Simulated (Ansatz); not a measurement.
Ansatz (a quantum-chemistry and plane-wave program) job for Si(OSiH3)(H)(F)(NHSiH3) (FH₈NOSi₃), SMILES [SiH3]N[SiH](O[SiH3])F, PBE0/def2-SVPD. Coordinates come from a B3LYP-D3(BJ)/def2-SVP optimisation. The values are those of a single conformer.

Ansatz 0.2 input:
```yaml
crystal:
  periodic: [false, false, false]
  atoms:
    - {symbol: Si, position_ang: [0.13618689, -0.96009015, 0.52335673]}
    - {symbol: F, position_ang: [0.07826346, -0.11060862, 1.90916517]}
    - {symbol: N, position_ang: [-1.23531221, -0.39366352, -0.34602457]}
    - {symbol: Si, position_ang: [-2.38632908, 0.82724306, 0.17857947]}
    - {symbol: O, position_ang: [1.54480599, -0.63296128, -0.26296267]}
    - {symbol: Si, position_ang: [2.11985123, 0.54775144, -1.29786596]}
    - {symbol: H, position_ang: [0.13700067, -2.39753047, 0.84895472]}
    - {symbol: H, position_ang: [-1.41835485, -0.80518412, -1.25808769]}
    - {symbol: H, position_ang: [-3.38335107, 0.96308794, -0.92126699]}
    - {symbol: H, position_ang: [-1.72945418, 2.14414609, 0.40961342]}
    - {symbol: H, position_ang: [-3.08818281, 0.43002521, 1.43136265]}
    - {symbol: H, position_ang: [1.74878460, 1.90350607, -0.80412242]}
    - {symbol: H, position_ang: [3.59865277, 0.41897906, -1.36147755]}
    - {symbol: H, position_ang: [1.54334468, 0.34912212, -2.65857254]}
basis:
  gaussian:
    orbitals: def2-SVPD
hamiltonian:
  xc: {name: PBE0}
```

Log of the run:

```
WARN ansatz: RAYON_NUM_THREADS=2 ignored (pool sized by the plan → 2); use --threads N
Functional definition: PBE0
integrals: 0.18 GiB planned
1792 factors; their error is unknown
mean field: 1.52 GiB planned
mean field evaluation 1: about -29984.7336 eV, gradient 7.1e1 eV
mean field evaluation 2: about -29970.8064 eV, gradient 1.1e2 eV
mean field evaluation 4: about -29993.5490 eV, gradient 6.5e0 eV
mean field evaluation 8: about -29993.6237 eV, gradient 9.4e-2 eV
mean field evaluation 16: about -29993.8423 eV, gradient 5.2e-5 eV
mean field -29993.84233107 eV, -1102.2533751102 hartree, gradient 5.2e-5 eV, S^2 0.000000; 0 other end points of the search recorded, 0 dependent functions left out
reference -29993.84237868 eV, -1102.2533768601 hartree; 37, 37 occupied and 165, 165 virtual orbitals, 1792 factors
Total energy: -29993.84237868 eV, -1102.2533768601 hartree
```

The calculation finished and met its thresholds.
